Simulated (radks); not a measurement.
Results of a calculation; reference values are marked as such.
The nuclear charge of neutral rhenium is varied continuously with 75 electrons held in [Xe] 4f14 5d5 6s2. Level of theory: Dirac Kohn-Sham, PBE, spin-unpolarised, spherical densities, finite nucleus; open shells fill j = l - 1/2 first; Fermi nuclear charge, rms radius 5.3698 fm (a radial shooting solver on a logarithmic mesh with Libxc functionals). By the Hellmann-Feynman theorem dE/dZ = E(electron-nucleus)/Z, the electronic potential at the nucleus (averaged over a nucleus of fixed radius).

Z = 74.8: E (hartree) -16603.7617; E(electron-nucleus)/Z (hartree) -555.124; HOMO 5d5/2; e(HOMO) (eV) -3.021; <r> HOMO (bohr) 2.065
Z = 74.9: E (hartree) -16659.3326; E(electron-nucleus)/Z (hartree) -556.292; HOMO 5d5/2; e(HOMO) (eV) -3.898; <r> HOMO (bohr) 2.026
Z = 75: E (hartree) -16715.0202; E(electron-nucleus)/Z (hartree) -557.461; HOMO 5d5/2; e(HOMO) (eV) -4.808; <r> HOMO (bohr) 1.990
Z = 75.1: E (hartree) -16770.8247; E(electron-nucleus)/Z (hartree) -558.629; HOMO 5d5/2; e(HOMO) (eV) -5.751; <r> HOMO (bohr) 1.956
Z = 75.2: E (hartree) -16826.7461; E(electron-nucleus)/Z (hartree) -559.798; HOMO 5d5/2; e(HOMO) (eV) -6.724; <r> HOMO (bohr) 1.925
Z = 75.3: E (hartree) -16882.7844; E(electron-nucleus)/Z (hartree) -560.968; HOMO 5d5/2; e(HOMO) (eV) -7.726; <r> HOMO (bohr) 1.897
Z = 75.4: E (hartree) -16938.9397; E(electron-nucleus)/Z (hartree) -562.138; HOMO 5d5/2; e(HOMO) (eV) -8.757; <r> HOMO (bohr) 1.869
Z = 75.5: E (hartree) -16995.2120; E(electron-nucleus)/Z (hartree) -563.308; HOMO 6s1/2; e(HOMO) (eV) -9.738; <r> HOMO (bohr) 2.884
Z = 75.6: E (hartree) -17051.6013; E(electron-nucleus)/Z (hartree) -564.479; HOMO 6s1/2; e(HOMO) (eV) -10.571; <r> HOMO (bohr) 2.848
Z = 75.7: E (hartree) -17108.1078; E(electron-nucleus)/Z (hartree) -565.651; HOMO 6s1/2; e(HOMO) (eV) -11.422; <r> HOMO (bohr) 2.813
Z = 75.8: E (hartree) -17164.7315; E(electron-nucleus)/Z (hartree) -566.823; HOMO 6s1/2; e(HOMO) (eV) -12.290; <r> HOMO (bohr) 2.779
Z = 75.9: E (hartree) -17221.4724; E(electron-nucleus)/Z (hartree) -567.996; HOMO 6s1/2; e(HOMO) (eV) -13.176; <r> HOMO (bohr) 2.747
Z = 76: E (hartree) -17278.3306; E(electron-nucleus)/Z (hartree) -569.169; HOMO 6s1/2; e(HOMO) (eV) -14.078; <r> HOMO (bohr) 2.716

The central difference of E at Z = 75 is -557.461 hartree, to compare with the third column; the second derivative is -11.7 hartree.
